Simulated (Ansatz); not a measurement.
Molecule (SMILES): [C]F (C-F), doublet.
Atoms: C1, F2. Bonds: C1-F2.

Basis-set convergence of the highest harmonic wavenumber at MP2 with Ansatz (a quantum-chemistry and plane-wave program). Each level at its own minimum, finite differences of forces, unscaled; the reference is a large set that could be run, not a limit. All functions are spherical. Cores are frozen. Open shells are unrestricted. No added dispersion term, no relativity. Reference: the value in aug-cc-pVQZ, 1322 cm⁻¹, itself unsure by roughly 7 cm⁻¹ (its mean distance from def2-QZVPP, cc-pVQZ, aug-cc-pVTZ). Deviations are taken from unrounded values.

```json
[
 {"basis": "cc-pVDZ", "functions": "28", "highest harmonic wavenumber (cm⁻¹)": "1324"},
 {"basis": "aug-cc-pVDZ", "functions": "46", "highest harmonic wavenumber (cm⁻¹)": "1229"},
 {"basis": "6-311G**", "functions": "36", "highest harmonic wavenumber (cm⁻¹)": "1345"},
 {"basis": "6-311+G**", "functions": "44", "highest harmonic wavenumber (cm⁻¹)": "1311"},
 {"basis": "cc-pVTZ", "functions": "60", "highest harmonic wavenumber (cm⁻¹)": "1342"},
 {"basis": "aug-cc-pVTZ", "functions": "92", "highest harmonic wavenumber (cm⁻¹)": "1316"},
 {"basis": "def2-TZVPP", "functions": "62", "highest harmonic wavenumber (cm⁻¹)": "1332"},
 {"basis": "def2-TZVPPD", "functions": "77", "highest harmonic wavenumber (cm⁻¹)": "1320"},
 {"basis": "cc-pVQZ", "functions": "110", "highest harmonic wavenumber (cm⁻¹)": "1331"},
 {"basis": "aug-cc-pVQZ", "functions": "160", "highest harmonic wavenumber (cm⁻¹)": "1322"}
]
```

What the diffuse functions change, pair by pair:
- cc-pVDZ to aug-cc-pVDZ: 18 more functions, deviation 3 to -93 cm⁻¹
- 6-311G** to 6-311+G**: 8 more functions, deviation 23 to -10 cm⁻¹
- cc-pVTZ to aug-cc-pVTZ: 32 more functions, deviation 21 to -5 cm⁻¹
- def2-TZVPP to def2-TZVPPD: 15 more functions, deviation 11 to -1 cm⁻¹
- cc-pVQZ to aug-cc-pVQZ: 50 more functions, deviation 9 to 0 cm⁻¹

Leaving out the reference's own pair, they bring the value nearer the reference by more than 7 cm⁻¹ in 3 of 4 pairs.
